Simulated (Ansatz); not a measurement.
Reaction (ligand exchange at the Si–C bond): `C=C[SiH](O)Cl` + `C[SiH](O)O` → `C[Si@@H](O)O[Si@H](O)Cl` + `C=C`

Program: Ansatz. Geometries: PBE0-D4/def2-TZVP. ΔE: electronic, gas phase. CCSD(T)/CBS is the MP2 limit (def2-TZVPP, def2-QZVPP) plus CCSD(T) − MP2 in def2-TZVPP, frozen cores. This one scheme is used for every species. Functionals use def2-TZVPP. B3LYP here is the variant with VWN-RPA as its local correlation; programs differ in this. Each species was taken in one conformer, which may not be the lowest.

```csv
species,B3LYP energy (Eh)
`C=C[SiH](O)Cl`,-904.35203
`C[SiH](O)O`,-481.89637
`C[Si@@H](O)O[Si@H](O)Cl`,-1307.67118
`C=C`,-78.62534
```

Q: Work out ΔE.

A: ΔE = (-1307.67118) + (-78.62534) − (-904.35203) − (-481.89637) = -0.04812 Eh = -1.31 eV. CCSD(T)/CBS gives -1.36 eV.

Largest T1 diagnostic among the species: 0.011.

From PBE to PBE0 (25 % exact exchange), in def2-TZVPP and without D4, ΔE moves by −0.06 eV. In def2-TZVPP, CCSD(T) changes the Hartree–Fock value by +0.11 eV (the triples alone add +0.02 eV) and MP2 by +0.12 eV. The D4 term adds −0.07 eV with B3LYP and −0.04 eV with PBE0; it sums over pairs of atoms, weighted by their polarisabilities, and B3LYP, whose exchange is more repulsive, gets the larger term.
